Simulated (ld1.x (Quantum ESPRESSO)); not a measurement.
## Which change was made? (I, TM semilocal)

- Element: I
- Generator: ld1.x (Quantum ESPRESSO) 7.5
- Type: norm-conserving Troullier–Martins (semilocal form)
- Functional: Wu–Cohen
- Relativity: scalar-relativistic
- Frozen core: [Kr] 4d10
- Valence charge: 7
- Reference configuration: 5s2 5p5
- Partial waves: 5p (bound): rc 1.85 bohr; 5s (bound): rc 1.35 bohr
- Local potential: the s channel
- Core correction: none

Cutoffs, loose and tight: the cutoffs (Ry, on a coarse ladder) from which the occupation-weighted sum of valence levels, in a spherical-Bessel basis at the reference potential, stays within 10 and 1 mRy of its value at 400 Ry. They do not see the model core or the augmentation charge, which bear on the density cutoff. Test errors are all-electron minus pseudo excitation energies from the reference, over the configurations 5s2 5p4; 5s2 5p3; 5s2 5p2; 5s2 5p1; 5s1 5p5; 5s1 5p6; 5s2 5p5.3; variants that change the core or the reference have their own tests.

The base gives: outcome: generated; cutoff, loose: 70 Ry; cutoff, tight: 180 Ry; bound ghosts: none; largest test error (meV): +98.

(1) After one change the result is: outcome: generated; cutoff, loose: 35 Ry; cutoff, tight: 60 Ry; bound ghosts: none; largest test error (meV): +7.9. Which change was it?
A. wave 5s (bound): rc 1.35 bohr becomes 5s (bound): rc 1.38 bohr
B. wave 5s (bound): rc 1.35 bohr becomes 5s (bound): rc 1.18 bohr
C. wave 5s (bound): rc 1.35 bohr becomes 5s (bound): rc 1.80 bohr
D. wave 5s (bound): rc 1.35 bohr becomes 5s (bound): rc 0.86 bohr

## Answers

(1) C. The others give: wave 5s (bound): rc 1.35 bohr becomes 5s (bound): rc 1.38 bohr → outcome: generated; cutoff, loose: 70 Ry; cutoff, tight: 140 Ry; bound ghosts: none; largest test error (meV): +68 | wave 5s (bound): rc 1.35 bohr becomes 5s (bound): rc 0.86 bohr → outcome: failed: the pseudo-atom did not reach self-consistency | wave 5s (bound): rc 1.35 bohr becomes 5s (bound): rc 1.18 bohr → outcome: generated; cutoff, loose: 180 Ry; cutoff, tight: 260 Ry; bound ghosts: s (extra level of the local part); largest test error (meV): +431.
